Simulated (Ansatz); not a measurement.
`[SnH3][SnH3]` + H–F → `[F][SnH3]` + `[SnH4]` at 700 K and 1 bar (cleavage of the Sn–Sn bond).

Program: Ansatz. Geometries: PBE0-D4/def2-TZVP. ΔE: electronic, gas phase. CBS: MP2 limit from def2 TZ/QZ plus the TZ coupled-cluster correction, frozen cores. This one scheme is used for every species. def2 core potentials past Kr. For Sn outer-core shells are correlated without core-valence functions, which leaves a few kJ/mol of doubt a bond.

```json
{"species": "`[SnH3][SnH3]`", "CCSD(T)/CBS energy (Eh)": "-431.62947", "H − E (kJ/mol)": "172.6", "S (J/(mol·K))": "427.8"}
{"species": "H–F", "CCSD(T)/CBS energy (Eh)": "-100.39570", "H − E (kJ/mol)": "45.2", "S (J/(mol·K))": "198.5"}
{"species": "`[F][SnH3]`", "CCSD(T)/CBS energy (Eh)": "-315.62493", "H − E (kJ/mol)": "99.6", "S (J/(mol·K))": "325.6"}
{"species": "`[SnH4]`", "CCSD(T)/CBS energy (Eh)": "-216.39156", "H − E (kJ/mol)": "106.0", "S (J/(mol·K))": "282.9"}
```

H − E and S are ideal-gas, rigid-rotor, harmonic terms from PBE0-D4/def2-TZVP. 1 Eh = 2625.50 kJ/mol, R = 8.31446 J/(mol·K).

Q: By hand: ΔE, ΔH, ΔS and ΔG.

A: ΔE = (-315.62493) + (-216.39156) − (-431.62947) − (-100.39570) = 0.00868 Eh = 22.8 kJ/mol. Δ(H − E) = 99.6 + 106.0 − 172.6 − 45.2 = -12.2, so ΔH = 10.6 kJ/mol. ΔS = 325.6 + 282.9 − 427.8 − 198.5 = -17.8 J/(mol·K). ΔG = 10.6 − 700 × (-17.8)/1000 = 23.1 kJ/mol.

Q: By hand: the equilibrium constant, and the temperature at which ΔG would vanish if ΔH and ΔS stayed fixed.

A: log₁₀ K = −ΔG/(RT ln 10) = -1.7. ΔH and −TΔS have one sign here, so there is no such temperature.

TΔS isn't small against ΔH here. A doubt of 5 kJ/mol in ΔE shifts log₁₀ K by 0.4 here. These are equilibria of isolated gas molecules and say nothing of rates. Largest T1 diagnostic: 0.014 (customary marks: 0.02 for closed shells, 0.045 for open ones).
